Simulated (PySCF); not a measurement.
C5H7F, SMILES CC1=CC[C@@H]1F.

Geometry optimised at B3LYP-D3(BJ)/def2-SVP. The structure was generated by enumeration; whether it is a known compound was not checked.

The numbers are results of PBE0/def2-TZVP in PySCF, not measurements.

Isolated molecule, no solvent.

```json
{
 "total_energy": "-294.31506 hartree",
 "highest_occupied_level": "-7.26 eV",
 "lowest_empty_level": "0.09 eV",
 "orbital_gap": "7.35 eV",
 "dipole_moment": "1.80 D",
 "quadrupole, principal values (traceless, Buckingham form, about the centre of nuclear charge)": "-4.92, 1.33, 3.59 D·Å",
 "mean_static_polarisability": "58.3 bohr³ (8.64 Å³)",
 "polarisability_principal_values": "45.7, 58.3, 70.7 bohr³"
}
```
